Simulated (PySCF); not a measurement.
CH₃Cl₂Sn, SMILES [CH3][Sn]([Cl])[Cl], multiplicity 2.

Geometry: PBE-D3(BJ)/def2-SVP. The spin state was assumed, not searched. The isomer is the one that the SMILES or the coordinates give; other isomers of the formula were not compared. The def2 effective core potentials stand for the cores of Sn; spin–orbit coupling is left out.

All values below come from PBE-D3(BJ)/def2-SVP in PySCF.

Frequencies are harmonic and unscaled.

Computed normal modes with their intensities:
| mode | ν (cm⁻¹) | IR (km/mol) | moving atoms (share of kinetic energy) |
|---|---|---|---|
| 1 | 34 | 0.0 | H 99 % |
| 2 | 99 | 2.8 | Cl 83 %, Sn 15 % |
| 3 | 110 | 0.3 | C 48 %, Cl 23 %, H 22 % |
| 4 | 119 | 2.5 | C 32 %, Cl 26 %, Sn 25 %, H 16 % |
| 5 | 330 | 23.5 | Cl 80 %, Sn 16 % |
| 6 | 342 | 54.1 | Cl 73 %, Sn 27 % |
| 7 | 426 | 8.5 | C 72 %, H 14 %, Sn 13 % |
| 8 | 670 | 12.0 | H 86 %, C 13 % |
| 9 | 689 | 8.1 | H 86 %, C 13 % |
| 10 | 1064 | 8.3 | H 85 %, C 15 % |
| 11 | 1358 | 7.0 | H 94 % |
| 12 | 1363 | 6.5 | H 94 % |
| 13 | 2994 | 0.1 | H 98 % |
| 14 | 3137 | 0.4 | H 90 %, C 10 % |
| 15 | 3140 | 0.8 | H 90 %, C 10 % |
